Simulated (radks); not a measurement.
Question: These are the eigenvalues of the occupied orbitals of an atom or ion with whole-number occupations (eV). Calculated with a radial shooting solver on a logarithmic mesh with Libxc functionals: Dirac Kohn-Sham, relativistic LDA (MacDonald-Vosko exchange, VWN5 correlation), spin-unpolarised, spherical densities, finite nucleus; Fermi nuclear charge, rms radius of each element as measured or else 0.836 A^(1/3) + 0.57 fm.

| orbital | eigenvalue |
|---|---|
| 1s1/2 | -60123.97 |
| 2s1/2 | -11250.21 |
| 2p1/2 | -10797.47 |
| 2p3/2 | -9828.507 |
| 3s1/2 | -3507.400 |
| 3p1/2 | -3309.244 |
| 3p3/2 | -3099.037 |
| 3d3/2 | -2763.465 |
| 3d5/2 | -2716.842 |
| 4s1/2 | -1566.300 |
| 4p1/2 | -1482.909 |
| 4p3/2 | -1418.916 |

Which element is it, and in what charge state? The configuration may be excited. Open shells, if any, fill j = l - 1/2 first.

Answer: Z = 69, thulium, charge +33: Tm33+ in [Kr]. The list shows which subshells hold electrons but not how many an open one holds; the 1s level, -2209.5 hartree, gives Z - s = 66.5 by -(Z - s)^2/2, which with screening and relativity narrows Z to a few neighbours, and the depths of the outer levels then fix element, charge and occupations together.
